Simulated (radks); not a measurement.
Q: The neodymium ion Nd10+ is in [Kr] 4d10 4f1 5s2 5p1. Method: non-relativistic Kohn-Sham, PBE, spin-polarised, spherical densities, point nucleus; computed with a radial shooting solver on a logarithmic mesh with Libxc functionals. Open shells are filled with parallel spins first. One electron is removed from 5p, 5s, 4d, 4f in turn, with full relaxation. Which removal costs least, and what does each cost?

A: 5p 160.83 eV; 4f 178.30 eV; 5s 178.46 eV; 4d 298.16 eV. The 5p electron leaves first.
